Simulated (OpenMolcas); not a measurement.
A calculation on Ca.

| Item | Value |
| --- | --- |
| Program | OpenMolcas |
| Method | MS-CASPT2, IPEA 0.25 Eh, imaginary shift 0.1 Eh (closed shells correlated: 3s 3p) |
| Basis | ANO-RCC-VTZP [6s5p2d1f] |
| Scalar Hamiltonian | DKH2, point nucleus |
| Active space | 2 electrons in 9 orbitals (3d 4s 4p) |
| State averaging | 2S+1 = 3 even, 18 roots (8 in the spin-orbit step); 2S+1 = 1 even, 12 roots; 2S+1 = 3 odd, 18 roots; 2S+1 = 1 odd, 8 roots |
| Spin-orbit coupling | state interaction with AMFI integrals over the reference wave functions, term energies averaged over their components |

Q: Which level of the active space comes out lowest?

A: 4s² ¹S₀, with 100 % of that term; it is also the measured ground level.

Q: How high does 4s 4p ³P°₀ lie?

A: 14560 cm⁻¹ above the lowest level; measured 15158 cm⁻¹ above the ground level, so the calculation is off by -4 %.

Q: How high does 3d 4p ³F°₂ lie?

A: 42800 cm⁻¹ above the lowest level; measured 35730 cm⁻¹ above the ground level, so the calculation is off by +20 %.

Q: How high does 3d 4s ³D₁ lie?

A: 27910 cm⁻¹ above the lowest level; measured 20335 cm⁻¹ above the ground level, so the calculation is off by +37 %.

Measured values: NIST Handbook of Basic Atomic Spectroscopic Data.

CASPT2 breaks the degeneracy within a term, and the mean is taken; among the terms shown or strongly mixed into the levels shown the widest spread is 60 cm-1 (3d 4p ³F°). Some high roots are left out of the spin-orbit mixing, which shifts the levels that they would mix with. Configurations are named by rounded mean occupations; where the s occupation lies near a half they are strongly mixed, a name can repeat and a true partner stay unpaired. A single d shell beside an s shell can misplace configurations of different d count against each other. Computed and measured levels are paired by configuration, term and J; levels that our copy of the source lacks, or whose pairing is in doubt (as where it misses far off the trend of its configuration), stay unpaired and out of the deviations. Levels of configurations outside the active space are missing.

° marks odd parity.
